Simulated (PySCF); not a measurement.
These are PBE-D3(BJ)/def2-TZVP // B3LYP-D3(BJ)/def2-SVP (PySCF) values and carry that method's errors. Gas-phase values, no solvent. One relaxed conformer stands for a flexible species; it need not be the lowest. Excitations are Tamm–Dancoff values on a coarser integration grid. The basis has no diffuse functions, so Rydberg states are missing or too high.

Reference species (SMILES): `[SH][GeH2][SH]` (H–S–Ge–S torsion -140°, S–Ge–S–H torsion -140°) (neutral, multiplicity 1).

The HOMO–LUMO gap is 4.73 eV and the LUMO is -1.41 eV. The T1 excitation (TDA) is 4.50 eV.

Changed species: `[SH][GeH2][GeH2][GeH2][GeH2][SH]` (n = 4; the reference has n = 1).

Question: Give the shifts of the HOMO–LUMO gap, LUMO and T1 excitation (TDA).

Answer: the HOMO–LUMO gap drops by 0.95 eV, to 3.78 eV; the LUMO falls by 0.66 eV, to -2.07 eV; the T1 excitation (TDA) falls by 0.87 eV, to 3.63 eV.
